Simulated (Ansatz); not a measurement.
Relaxation of AlF3H (5 atoms, charge 0, multiplicity 2), to a largest force component of 0.03 eV/Å in at most 50 steps.

These are results of Ansatz, UKS revPBE-D4/def2-SVP, not measurements.

```xyz
5
Properties=species:S:1:pos:R:3:forces:R:3
Al 0.000 0.000 -0.086 0.00 0.00 -0.25
H 0.000 0.000 1.485 0.00 0.00 0.80
F 1.447 0.000 -0.919 0.02 0.00 -0.03
F -1.447 0.000 -0.919 -0.02 0.00 -0.03
F 0.000 0.000 3.589 0.00 0.00 -0.49
```

Where does it end, and by what steps?

The run converged. The force dipped under the threshold on the way, but the program's further checks kept it going. After 30 steps the energy has fallen by 2.358 eV; F5 moved furthest, 1.70 Å. Parted: Al1–H2 (1.57 → 2.56 Å). Joined: H2–F5 (2.10 → 0.95 Å).

| step | energy less start (eV) | largest force component (eV/Å) | accepted |
| --- | --- | --- | --- |
| 0 | 0.0000 | 0.802 | yes |
| 2 | -0.3725 | 1.179 | yes |
| 4 | -1.6096 | 2.756 | yes |
| 6 | -1.8234 | 1.815 | yes |
| 8 | -1.8516 | 0.058 | yes |
| 10 | -1.8523 | 0.031 | yes |
| 12 | -1.8524 | 0.052 | yes |
| 14 | -1.8264 | 1.736 | no |
| 16 | -1.8707 | 0.553 | yes |
| 18 | -1.9120 | 0.457 | yes |
| 20 | -1.9275 | 0.613 | yes |
| 22 | -2.0117 | 1.061 | yes |
| 24 | -2.1882 | 1.242 | yes |
| 26 | -2.3471 | 0.636 | yes |
| 28 | -2.3574 | 0.040 | yes |
| 30 | -2.3576 | 0.021 | yes |

```xyz
5
Properties=species:S:1:pos:R:3
Al -0.012 -0.433 -0.088
H 0.080 -0.446 2.474
F 1.427 0.303 -0.579
F -1.472 0.260 -0.580
F -0.022 0.318 1.923
```

Whether the end is a true minimum wasn't checked by a vibrational analysis.

Time of the run: 42 s on 2 threads of Arm Neoverse V1, with other jobs on the host, peak memory 0.14 GiB.
